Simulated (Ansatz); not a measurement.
Molecule: sum formula TaO$_{2}$Cl, charge 0, multiplicity 1. 
Structure (B3LYP-D3(BJ)/def2-TZVP (Ansatz, a program for electronic structure) minimum search):
SMILES: [Ta]([Cl])(=[O])=[O]
```xyz
4

Ta     0.1890     0.0176     0.2447
O      1.5380    -0.8036    -0.4778
O     -0.6382    -1.1506     1.2281
Cl    -1.2352     0.8438    -1.4040
```
Charge 0, spin multiplicity 1.

**Question.** Give the harmonic wavenumbers at B3LYP-D3(BJ)/def2-TZVP (Ansatz, finite differences of forces, unscaled).

**Answer.** 155, 176, 324, 393, 931, 991 cm⁻¹. Zero-point energy 4.2 kcal/mol.

**Question.** From these and the geometry, give the ideal-gas thermochemistry at 298.15 K and 1 atm (rigid rotor, harmonic oscillator).

**Answer.** Point group Cs, rotational symmetry number 1. Rotational constants 6.416, 2.432, 1.995 GHz. S(trans) 42.43, S(rot) 26.74, S(vib) 7.48, S(elec, spin only) 0.00, S 76.7 cal/(mol K). H(298) - H(0) 3.64 kcal/mol; G - E(el) -15.0 kcal/mol.
